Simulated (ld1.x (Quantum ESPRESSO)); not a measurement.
**What one change does to a pseudopotential (P (Z = 15), ultrasoft)**

- Element: phosphorus
- Generator: ld1.x (Quantum ESPRESSO) 7.5
- Type: ultrasoft
- Functional: BLYP
- Relativity: scalar-relativistic
- Frozen core: [Ne]
- Valence charge: 5
- Reference configuration: 3s2 3p1 (charge +2)
- Partial waves: 3s (bound): rcut 1.20, rcutus 1.45 bohr; 3s channel at 0.4 Ry: rcut 1.20, rcutus 1.45 bohr; 3p (bound): rcut 1.55, rcutus 1.70 bohr; 3p channel at -1.45 Ry: rcut 1.55, rcutus 1.70 bohr; 3d channel at -0.05 Ry: rc 1.60 bohr
- Local potential: the d channel
- Core correction: a·sin(br)/r model core inside 0.90 bohr
- Augmentation charge: PSQ, radius 1.20 bohr

All-electron outer shells of the reference configuration (BLYP, scalar-relativistic, ld1.x):

```csv
shell,level (eV),outermost node (bohr),outermost maximum (bohr)
3s,-33.84,0.65,1.50
3p,-24.16,0.63,1.68
```

Change: all radii but the core radius scaled by about 1.07 (s 1.56, p 1.82, d 1.72 bohr, rcut 1.28/1.66/1.72); augmentation PSQ, radius 1.28 bohr.

Cutoffs: the cutoffs (Ry, on a coarse ladder) from which the occupation-weighted sum of valence levels, in a spherical-Bessel basis at the reference potential, stays within 10 and 1 mRy of its value at 400 Ry; they do not see the model core or the augmentation charge, which bear on the density cutoff. Errors are all-electron minus pseudo energies relative to the spin-unpolarised reference configuration.

Q: How do hardness, ghosts and transferability respond?

A: The potential gets softer (18 Ry and 25 Ry → 15 Ry and 25 Ry); of the 7 tests that both files solve, the error grows in 1 and shrinks in 1 by more than 15 % and 0.3 meV (median size 7.7 → 6.1 meV); neither file shows a bound ghost. A larger radius leaves more room for a smooth pseudo-wave, so fewer plane waves are needed.

| quantity | base | changed |
| --- | --- | --- |
| cutoff, loose | 18 Ry | 15 Ry |
| cutoff, tight | 25 Ry | 25 Ry |
| loose cutoff by channel (10 mRy a level) | s 15 Ry, p 12 Ry | s 10 Ry, p 12 Ry |
| bound ghosts | none | none |
| error for 3s2 3p3, meV [ΔE -28.59 eV] | +7.7 | +8.2 |
| error for 3s2 3p2, meV [ΔE -19.01 eV] | +3.5 | +3.8 |
| error for 3s2 3p0, meV [ΔE 29.67 eV] | +2.9 | +3.8 |
| error for 3s1 3p3, meV [ΔE -9.88 eV] | +6.2 | +6.1 |
| error for 3s1 3p0, meV [ΔE 81.74 eV] | -9.1 | -0.3 |
| error for 3s2 3p3.3, meV [ΔE -29.85 eV] | +8.4 | +9.0 |
| error for 3s1 3p4, meV [ΔE -20.03 eV] | +11 | +11 |
| lowest overlap eigenvalue by channel | s 0.49, p 0.73 | s 0.44, p 0.75 |
